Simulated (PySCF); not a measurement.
Property card for `O([SiH2]OC(C)=O)C(=O)C`

Species: C4H8O4Si.
Z-matrix (Å and degrees, GFN2-xTB geometry), rows numbered from 1:
```
C 
C   1  1.5007
O   2  1.2004  1  125.34
O   2  1.3295  1  112.74  3  -179.94
Si  4  1.6506  2  119.74  1   179.88
O   5  1.6500  4   96.09  2  -179.55
C   6  1.3297  5  120.12  4  -179.74
C   7  1.5009  6  112.62  5   179.68
O   7  1.2003  6  121.99  5    -0.33
H   1  1.0876  2  109.15  3   120.80
H   1  1.0876  2  109.24  3  -121.32
H   1  1.0855  2  110.04  3    -0.18
H   5  1.4516  4  110.65  2   -64.63
H   5  1.4517  4  110.63  2    65.73
H   8  1.0877  7  109.19  6   -58.94
H   8  1.0876  7  109.14  6    58.93
H   8  1.0856  7  110.10  6   179.91
```

From GFN2-xTB geometry:

| Quantity | Value |
| --- | --- |
| Point group of the GFN2-xTB geometry | C2v |
| Rotational constants A, B, C of the GFN2-xTB geometry | 4.339, 0.613, 0.545 GHz |

**PBE0/def2-SVPD ground state and vertical TDDFT (core frozen in the response) (PySCF)**

| Quantity | Value |
| --- | --- |
| Dipole moment | 3.85 D |
| HOMO energy | -8.40 eV |
| LUMO energy | -0.30 eV |
| HOMO–LUMO gap | 8.10 eV |
| Lowest singlet excitation | 5.88 eV (211 nm, f = 0.000) |
| Strongest line among the 6 lowest singlet transitions | S3 at 7.54 eV (165 nm, f = 0.035) |
| Lowest triplet excitation (Tamm–Dancoff) | 5.33 eV |
| Static isotropic polarisability | 83.5 au |
| Electronic spatial extent ⟨r²⟩ about the centre of nuclear charge | 1993 bohr² |

From PBE0/pcSseg-1 ground state and GIAO shieldings, non-relativistic (PySCF):

| Quantity | Value |
| --- | --- |
| Lowest Hirshfeld atomic charge | -0.25 e on O3/O9 |
| Highest Hirshfeld atomic charge | +0.45 e on Si5 |
| 13C chemical shifts (computed TMS as zero) by class | 177.4 (C2/C7), 24.0 (C1/C8) ppm |
| 1H chemical shifts (computed TMS as zero) by class | 5.32 (H13/H14), 2.18 (H10/H11/H12/H15/H16/H17) ppm |
| Isotropic shieldings of nuclei other than C and H, by class | -137 (O3/O9), 127 (O4/O6), 375 (Si5) ppm |
| Mayer bond orders between heavy atoms | C1–C2 1.00, C2–O3 1.94, C2–O4 1.06, O4–Si5 0.88, Si5–O6 0.88, O6–C7 1.06, C7–C8 1.00, C7–O9 1.95 |

Monoisotopic mass (most abundant isotopes): 148.0192 u.

The largest Löwdin shares of the HOMO are 0.35 on O9, 0.31 on O3, 0.07 on O6 and 0.07 on O4. No computed singlet falls in the visible range (750 to 380 nm, 1.65 to 3.26 eV); S1 lies 2.62 eV above its blue end. S1 lies 2.22 eV below the HOMO–LUMO gap; its leading configuration is HOMO→LUMO, weight 0.59, beside HOMO−1→LUMO+1, weight 0.39. Point group C2v permits a dipole; with 3.85 D the species has a pure rotational spectrum. The 6 singlets span 5.88 to 7.59 eV, and their oscillator strengths add up to 0.04. The rotational constants make it an asymmetric top with κ = (2B − A − C)/(A − C) = -0.96, nearer the prolate limit (−1). The vertical singlet–triplet gap S1 − T1 is 0.55 eV (TDDFT singlet less Tamm–Dancoff triplet; S1: HOMO→LUMO, weight 0.59, beside HOMO−1→LUMO+1, weight 0.39; T1: HOMO→LUMO, weight 0.55, beside HOMO−1→LUMO+1, weight 0.40). In atomic units the dipole is 1.52 e·bohr (1 au = 2.5417 D).

Geometry: GFN2-xTB, one conformer, isolated molecule. NMR classes are plain means over equivalent atoms (diastereotopic ones count apart unless rotation or inversion swaps them), as if these changed places fast; in this geometry the members of some classes differ.
